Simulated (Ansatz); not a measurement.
Gas-phase electronic energies from Ansatz, PBE0-D4/def2-TZVP geometries. CBS: MP2 limit from def2 TZ/QZ plus the TZ coupled-cluster correction, frozen cores. DFT in def2-TZVPP. For Ge outer-core shells are correlated without core-valence functions, which leaves a few kJ/mol of doubt a bond. Scalar relativity is left out up to krypton. Each species was taken in one conformer, which may not be the lowest.

Reaction (isomerisation): `BS[CH](F)[GeH3]` → `BC[S][GeH2][F]`

```json
{"level": "B2PLYP", "ΔE (kcal/mol)": "-29.7"}
{"level": "HF/def2-QZVPP", "ΔE (kcal/mol)": "-35.8"}
```

**Question.** What does CCSD(T)/CBS give? (Best estimate.)

**Answer.** The calculation gave: -29.2 kcal/mol. The listed levels differ from it by -0.5, -6.6 kcal/mol.

Largest T1 diagnostic among the species: 0.014.

From PBE to PBE0 (25 % exact exchange), in def2-TZVPP and without D4, ΔE moves by −2.5 kcal/mol. In def2-TZVPP, CCSD(T) changes the Hartree–Fock value by +6.8 kcal/mol (the triples alone add +1.2 kcal/mol) and MP2 by +4.4 kcal/mol.
